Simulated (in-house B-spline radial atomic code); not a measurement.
O⁺. Computed with a B-spline radial atomic code. Model: non-relativistic spherical atom: semilocal Troullier-Martins pseudo-atom, one channel per l, against all electrons, high spin, G0W0 and RPA with empty states to l = 8, local potential for every l without a channel, a model core (radius 0 = none) keeps its share of the functional.

What the tables leave out is listed at the end.

The pseudopotential gives back the lowest level of each angular momentum of its own functional in the configuration it was made in; a second state of the same l is only approximately right. Exact exchange, RPA and GW see the smooth pseudo-orbitals and miss the exchange with the core, for which the functional's share stands in. The column with an uncorrelated core keeps all orbitals and exact exchange, and so separates missing core correlation from pseudisation. Only the three outermost levels and the lowest empty one were computed. RPA here is direct RPA, with no exchange kernel, and its energies carry an (l + 1/2)⁻⁴ tail. A hybrid on a potential with a model core restores only its own semilocal share of the core's exchange.

Command:
```bash
python run_psgw.py task.json out
```
Settings (lengths in bohr, energies in hartree):
```
Z                      8
electrons              7
configuration          [He] 2s2 2p3
generated_in           [He] 2s2 2p3
functional             pbe,pbe
core_shells            1
radius_factor          0.9
core_correction        True
```

Time taken, with all properties: 15 s on 1 thread of Arm Neoverse N1, with other jobs on the host.

Given: made with PBE; model core radius 0.355 bohr; local radius 0.812 bohr; mean-field start PBE.

Valence shells of the generating configuration: 2s, 2p.

Channel: s 0.77, p 1.053 (radii in bohr).

Computed: largest level miss in the spin-unpolarised generating configuration 0 eV; valence RPA correlation energy pseudo -0.24511 hartree; all-electron RPA polarisability, core included 2.2656 bohr³; pseudo-atom RPA polarisability 2.2626 bohr³.

```csv
level,occupied,mean-field all-electron (eV),mean-field pseudo minus all (eV),G0W0 all-electron (eV),G0W0 uncorrelated core minus all (eV),G0W0 pseudo minus all (eV),exchange self-energy all-electron (eV),exchange self-energy pseudo (eV)
2p up,1,-26.369,-0.045,-34.434,0.072,0.183,-33.246,-32.369
2s down,1,-35.638,0.125,-43.168,0.059,-0.021,-24.532,-22.114
2p down (empty),0,-20.609,0.133,-13.972,0.073,-0.224,-5.5302,-4.6965
```

Problem. What is the valence RPA correlation energy all-electron orbitals?

Solution. -0.24052 hartree.

Given: mean-field start PBE0.

Computed: valence RPA correlation energy all-electron orbitals -0.22373 hartree; valence RPA correlation energy pseudo -0.22742 hartree; all-electron RPA polarisability, core included 1.9953 bohr³.

```tsv
level	occupied	mean-field all-electron (eV)	mean-field pseudo minus all (eV)	G0W0 all-electron (eV)	G0W0 uncorrelated core minus all (eV)	G0W0 pseudo minus all (eV)	exchange self-energy all-electron (eV)	exchange self-energy pseudo (eV)
2p up	1	-28.979	0.019	-34.894	0.072	0.202	-33.323	-32.378
2s down	1	-37.594	0.163	-43.237	0.06	0.051	-24.453	-22.064
2p down (empty)	0	-18.228	0.119	-13.609	0.068	-0.078	-5.3326	-4.5721
```

Problem. What is the pseudo-atom RPA polarisability?

Solution. 2.0057 bohr³.

Among the listed levels the largest G0W0 shift of the pseudo-atom is -0.22 eV, for 2p down (empty) on the PBE start, while leaving the core uncorrelated moves that level by +0.07 eV. So pseudisation and the lost core exchange, not the missing core correlation, make the error. Not in the tables (levels of low weight, unsolved or above zero; the highest and the empty levels are kept at any weight): on PBE the G0W0 levels 2s up (pseudo minus all -0.03 eV, weights 0.18 and 0.17); on PBE0 the G0W0 levels 2s up (pseudo minus all +0.03 eV, weights 0.38 and 0.39); no Hartree-Fock pseudo-atom is run with a model core.
